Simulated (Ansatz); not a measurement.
A nudged elastic band was laid between two geometries of ClGeH3O + ClH (8 atoms, charge 0, multiplicity 1).

The calculation used RKS BHLYP/def2-SVP in Ansatz 0.2.0.

| Quantity | Value |
| --- | --- |
| movable images | 7 |
| climbing image | yes |
| spring | 5.0 eV/Å² |
| optimiser | quadratic models (default) |
| start path | straight line |
| force threshold | 0.05 eV/Å |
| iteration limit | 60 |
| end points | relaxed |

Image 0:

```xyz
8
Properties=species:S:1:pos:R:3
Ge -0.238 0.153 -0.116
O -0.229 -0.340 1.589
H -1.060 -0.272 2.057
H 1.121 -0.254 -0.650
H -0.595 1.630 -0.226
Cl -1.783 -0.961 -1.123
Cl 1.970 -2.513 1.986
H 1.022 -1.631 2.018
```

Image 8:

```xyz
8
Properties=species:S:1:pos:R:3
Ge 0.831 -0.576 -0.240
O -1.149 0.210 2.082
H -1.781 -0.352 1.636
H 1.789 -0.944 -1.364
H 0.662 0.904 0.023
Cl -1.070 -1.465 -0.758
Cl 1.571 -1.571 1.529
H -0.645 -0.392 2.628
```

Q: Which bonds break or form, and what moves?

A: Bonds broken: Ge1–O2, Cl7–H8. Bonds formed: Ge1–Cl7, O2–H8. ClGeH3O + ClH becomes Cl2GeH2 + H2O.

Q: Give the energies along the band, and the barrier.

A: The forces met the threshold. The highest image is number 4 of 0 to 8, 13.0 kcal/mol above the first end and 20.6 kcal/mol above the last; the last end lies 7.6 kcal/mol below the first. The order of the stationary point at the top wasn't checked. The orbitals stay closed-shell, which can raise the energy where a bond breaks towards radicals; this wasn't checked here.

```tsv
image	path coordinate (Å)	energy (kcal/mol)	Ge1–O2 (Å)	Cl7–H8 (Å)	Ge1–Cl7 (Å)
0	0.00	0.0	1.77	1.30	4.05
1	1.12	0.0	1.77	1.29	4.09
2	2.25	-0.1	1.78	1.30	3.83
3	3.37	-0.1	1.78	1.30	3.69
4	4.49	13.0	1.90	1.69	2.78
5	5.33	7.8	2.03	2.32	2.33
6	6.17	5.9	2.29	2.42	2.25
7	7.01	-3.0	2.82	2.47	2.18
8	7.86	-7.6	3.15	2.74	2.16
```

Q: What is the geometry of the highest image?

A: 
```xyz
8
Properties=species:S:1:pos:R:3
Ge 0.162 -0.279 -0.072
O -0.649 -0.609 1.611
H -1.346 -1.266 1.684
H 0.883 -1.487 -0.613
H 0.651 1.144 -0.085
Cl -1.729 -0.276 -1.167
Cl 1.958 -0.647 2.019
H 0.279 -0.768 2.158
```

The band took 21 iterations and about 15 core-minutes.

The run took 7.7 min on 2 threads of Arm Neoverse V1, on a shared host, peak memory 0.25 GiB.
